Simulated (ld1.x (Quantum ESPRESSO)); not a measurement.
**Ranking PAW potentials for N**

All share these settings but for the change named:

N (Z = 7), PAW, made with ld1.x (Quantum ESPRESSO) 7.5 (LDA (PZ), scalar-relativistic). Core [He], reference 2s2 2p2 (charge +1). Waves: 2s (bound): rcut 0.85, rcutus 0.90 bohr; 2s channel at -1.2 Ry: rcut 0.85, rcutus 0.90 bohr; 2p (bound): rcut 1.60, rcutus 1.90 bohr; 2p channel at 0.3 Ry: rcut 1.60, rcutus 1.90 bohr; 3d channel at 0.4 Ry: rcut 1.50, rcutus 1.70 bohr; 3d channel at 1.9 Ry: rcut 1.50, rcutus 1.70 bohr. Local part: all-electron potential smoothed inside 1.25 bohr (lloc = -1). Core correction: a·sin(br)/r model core inside 0.80 bohr. Augmentation charge: BESSEL, radius 0.95 bohr.

Test errors are all-electron minus pseudo excitation energies from the reference, over 2s2 2p3; 2s2 2p1; 2s2 2p0; 2s2 2p2.5; 2s1 2p4; 2s1 2p0; 2s1 2p3. None of these files shows a bound ghost.

The base gives 332.1 meV.

Of 8 variants that were run, those that failed, showed a ghost or another fault, or gave nearly equal values are left out.

Problem. Rank these variants by their largest absolute test error, smallest first.
A. waves 2p (bound): rcut 1.60, rcutus 1.88 bohr; 2p channel at 0.3 Ry: rcut 1.60, rcutus 1.88 bohr
B. waves 2p (bound): rcut 1.16, rcutus 1.24 bohr; 2p channel at 0.3 Ry: rcut 1.16, rcutus 1.24 bohr
C. waves 2p (bound): rcut 1.60, rcutus 1.72 bohr; 2p channel at 0.3 Ry: rcut 1.60, rcutus 1.72 bohr

Solution. B (35.7 meV), C (69.8 meV), A (188.9 meV).
